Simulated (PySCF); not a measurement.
## Spin states of TaBr

Unrestricted PBE0; basis Ta def2-TZVPP with ECP60, Br def2-TZVPP; scalar-relativistic core potentials; PySCF 2.14. Outer shells of the fragments: Ta 5d3 6s2; Br 3d10 4s2 4p5.

Followed along the bond (rough minima from three points):

```csv
2Ms+1,unpaired,⟨S²⟩ at the start,R at minimum (Å),Te (eV)
5,"σ ↑, π ↑, δ ↑↑",6.01,2.46,0.00
5,"σ ↑, π ↑↑, δ ↑",6.01,2.50,0.14
3,"π ↑, δ ↑",2.53,2.42,0.19
3,δ ↑↑,2.52,2.40,0.35
5,"σ ↑↑, δ ↑↑",6.01,2.49,0.49
1,"π ↓, δ ↑",1.58,2.42,0.52
```

Solutions found at the starting distance of 2.475 Å, counted from the lowest of them; the search is not exhaustive and high or unbound solutions are not listed, so other states can lie among these:

```json
{"2Ms+1": "5", "unpaired": "σ ↑, π ↑, δ ↑↑", "term": "mixed", "E (eV)": "0.00", "⟨S²⟩": "6.01", "⟨Lz²⟩": "1.25", "μ (D)": "-3.16"}
{"2Ms+1": "5", "unpaired": "σ ↑, π ↑↑, δ ↑", "term": "⁵Δ", "E (eV)": "0.14", "⟨S²⟩": "6.01", "⟨Lz²⟩": "4.00", "μ (D)": "-3.23"}
{"2Ms+1": "3", "unpaired": "π ↑, δ ↑", "term": "mixed", "E (eV)": "0.21", "⟨S²⟩": "2.53", "⟨Lz²⟩": "5.68", "μ (D)": "-2.61"}
{"2Ms+1": "3", "unpaired": "δ ↑↑", "term": "mixed", "E (eV)": "0.37", "⟨S²⟩": "2.52", "⟨Lz²⟩": "0.00", "μ (D)": "-0.48"}
{"2Ms+1": "3", "unpaired": "π ↑, δ ↑", "term": "mixed", "E (eV)": "0.37", "⟨S²⟩": "2.02", "⟨Lz²⟩": "5.12", "μ (D)": "-2.27"}
{"2Ms+1": "5", "unpaired": "σ ↑↑, δ ↑↑", "term": "⁵Σ⁻", "E (eV)": "0.49", "⟨S²⟩": "6.01", "⟨Lz²⟩": "0.00", "μ (D)": "-0.97"}
```

A term symbol is given only where ⟨S²⟩ and ⟨Lz²⟩ are close to those of a pure state; real π, δ and φ orbitals otherwise mix terms. A positive dipole means Ta(−)Br(+).

Spin–orbit coupling is left out. With d or f electrons several states lie close, and the lowest PBE0 determinant need not be the measured ground state.
